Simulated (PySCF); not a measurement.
C5H3BrClN.
Numbering: `[CH2:1]=[CH:2]/[C:3]([Cl:4])=[C:5](/[Br:6])[C:7]#[N:8]` (hydrogens: H9, H10 on C1; H11 on C2)

Method: PySCF 2.14.0, HF/def2-SV(P) geometry optimisation, gas phase; density fitting; the optimiser is geomeTRIC in internal coordinates, started from a GFN2-xTB structure.

The end geometry, which sets the zero of energy:
```
atom  x, y, z in Å
C1     -2.1205    0.1825   -0.0381
C2     -0.8625   -0.2323    0.0301
C3      0.3294    0.6247   -0.0979
Cl4     0.0627    2.3074   -0.3593
C5      1.5763    0.1435   -0.0187
Br6     3.1371    1.1832   -0.1736
C7      1.8251   -1.2561    0.1988
N8      2.0353   -2.3575    0.3699
H9     -2.3918    1.2173   -0.1985
H10    -2.9294   -0.5297    0.0690
H11    -0.6568   -1.2819    0.1925
```

**Question.** These geometries come from the run, each turned onto the end geometry. Order them by energy, lowest first.
A.
```
atom  x, y, z in Å
C1     -2.1193    0.1866   -0.0384
C2     -0.8656   -0.2432    0.0310
C3      0.3241    0.6148   -0.0968
Cl4     0.0412    2.2955   -0.3577
C5      1.5793    0.1474   -0.0195
Br6     3.1451    1.1830   -0.1735
C7      1.8407   -1.2476    0.1979
N8      2.0372   -2.3526    0.3702
H9     -2.3743    1.2258   -0.1985
H10    -2.9373   -0.5148    0.0668
H11    -0.6663   -1.2938    0.1927
```
B.
```
atom  x, y, z in Å
C1     -2.0938    0.1511   -0.0327
C2     -0.8269   -0.2296    0.0290
C3      0.3530    0.6486   -0.1021
Cl4     0.0466    2.3248   -0.3632
C5      1.6020    0.1807   -0.0244
Br6     3.1790    1.1884   -0.1733
C7      1.7989   -1.2328    0.1947
N8      1.8235   -2.3503    0.3691
H9     -2.3968    1.1772   -0.1908
H10    -2.8838   -0.5831    0.0778
H11    -0.5969   -1.2739    0.1898
```
C.
```
atom  x, y, z in Å
C1     -2.1276    0.1725   -0.0363
C2     -0.8629   -0.2261    0.0284
C3      0.3326    0.6288   -0.0990
Cl4     0.0944    2.3161   -0.3607
C5      1.5838    0.1489   -0.0197
Br6     3.1443    1.1900   -0.1746
C7      1.8359   -1.2493    0.1980
N8      1.9957   -2.3610    0.3715
H9     -2.4103    1.2043   -0.1952
H10    -2.9276   -0.5492    0.0721
H11    -0.6535   -1.2740    0.1896
```
D.
```
atom  x, y, z in Å
C1     -2.1197    0.1995   -0.0407
C2     -0.8750   -0.2571    0.0335
C3      0.3102    0.6031   -0.0948
Cl4     0.0070    2.2807   -0.3549
C5      1.5697    0.1440   -0.0190
Br6     3.1504    1.1637   -0.1712
C7      1.8445   -1.2454    0.1978
N8      2.1040   -2.3386    0.3680
H9     -2.3484    1.2447   -0.2020
H10    -2.9528   -0.4838    0.0616
H11    -0.6850   -1.3098    0.1957
```

**Answer.** A (0.005 eV), C (0.008 eV), D (0.025 eV), B (0.043 eV).

In the order of the answer:

```tsv
step	E above end (eV)	largest force (eV/Å)	rms force component (eV/Å)	rms distance from end (Å)	rms bond change (Å)	bond most changed (Å)
5	0.005	0.31	0.081	0.014	0.001	C3=C5 +0.003
3	0.008	0.41	0.110	0.020	0.002	C3=C5 +0.004
4	0.025	0.54	0.161	0.041	0.003	C5–Br6 +0.005
1	0.043	0.64	0.189	0.077	0.003	C5–C7 +0.006
```

The cost below is that of the whole optimisation. Hardware: one thread of an AMD EPYC 7R43, on a shared host. Cost: 71 s wall, 0.61 GiB resident at most.
